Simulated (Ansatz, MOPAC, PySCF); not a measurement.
Species: BCl, net charge 1, doublet state. SMILES: [B][Cl+]
Geometry: optimised at B3LYP-D3(BJ)/def2-TZVP (Ansatz, a program for electronic structure).

Wanted: vertical electron affinity to the singlet, in eV. Conventions: valence correlation only; non-relativistic; spin-orbit terms left out; six Cartesian d functions in 6-31G* and its kin unless marked 5d; 6-311+G** with 5d, 6d on Na to Ar in Ansatz; each state is the SCF solution reached for its charge and spin; UHF or UKS for open shells. First-principles rows: single points at B3LYP-D3(BJ) geometries (Ansatz). Semi-empirical rows: differences of heats of formation at the shared geometry for vertical values. Anions need diffuse functions, which STO-3G, LANL2DZ, def2-SVP, cc-pVDZ and Pople sets without + lack.

```csv
level,program,vertical electron affinity to the singlet (eV)
AM1,MOPAC,10.54
PM3,MOPAC,11.19
HF/6-31G*,Ansatz,8.48
PBE/6-311+G**,Ansatz,9.50
B3LYP/3-21G,Ansatz,9.90
B3LYP/6-31G*,Ansatz,9.51
MP2/6-31G*,Ansatz,9.05
B3LYP/def2-TZVPD,Ansatz,9.64
M06-2X/def2-TZVPD,PySCF,9.57
wB97X-V/def2-TZVPD,Ansatz,9.69
```

No value to compare with is used here. The 7 habitual levels span 8.48 (HF/6-31G*) to 11.19 eV (PM3); wB97X-V/def2-TZVPD gives 9.69.

The levels are drawn from those run, B3LYP/6-31G* more often than the rest, none by its result; left out are runs that failed, that the program found above a lower state of the same kind, or whose <S^2> lies over 0.5 above the pure value.
